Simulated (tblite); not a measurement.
Start geometry of `C#CC1=N[C]=CN1[SiH2]P` [radical] from a force field or distance geometry (Å):
```
atom  x, y, z in Å
C1    -2.0679    2.3329   -0.4627
C2    -1.8481    1.1691   -0.2562
C3    -1.5442   -0.2307    0.0201
N4    -2.4156   -1.1557    0.4357
C5    -1.6921   -2.2956    0.5497
C6    -0.3927   -2.0500    0.1721
N7    -0.3193   -0.7336   -0.1581
Si8    1.1699    0.1024   -0.7010
P9     2.6923   -0.0184    0.8866
H10   -2.2847    3.3640   -0.6610
H11    0.4436   -2.7646    0.1453
H12    1.5885   -0.4615   -1.9706
H13    0.8631    1.5175   -0.8903
H14    3.7565    0.9452    0.7072
H15    2.0464    0.2871    2.1611
```

Task: What comes out of this run: GFN2-xTB geometry optimisation, gas phase in tblite?

Result: 
```
atom  x, y, z in Å
C1    -2.362    2.119   -1.062
C2    -1.988    1.059   -0.634
C3    -1.594   -0.189   -0.137
N4    -2.400   -1.183    0.169
C5    -1.614   -2.164    0.594
C6    -0.306   -1.820    0.568
N7    -0.277   -0.518    0.089
Si8    1.114    0.508   -0.195
P9     2.879   -0.757    0.332
H10   -2.683    3.045   -1.435
H11    0.591   -2.344    0.828
H12    1.149    0.825   -1.623
H13    0.905    1.717    0.608
H14    3.793    0.269    0.174
H15    2.790   -0.559    1.701
```

The energy falls by 19.1 kcal/mol over 162 L-BFGS steps, the largest force on an atom goes from 2.69 to 0.009 eV/Å, and the atoms move by 0.834 Å rms after alignment. The bond that changes most is P9–H15 (ends: phosphorus bonded to Si and 2 H; hydrogen on phosphorus), which shortens by 0.075 Å. Bonds longer at the end by more than 0.005 Å: 5 of 15; shorter: 9. Among the angles that change most is Si8–P9–H14, from 112.5° to 94.3°. Among the dihedrals that turn most is C3–N7–Si8–P9, from 119° to -178°. Rotational constants go from 1740, 874.0, 645.9 to 2078, 837.0, 603.4 MHz. The orientation of the end geometry is arbitrary; only internal coordinates are fixed.

Its GFN2-xTB frequencies are all real (lowest 30 cm⁻¹).

One conformer stands for the species.

The numbers are calculated, not measured.
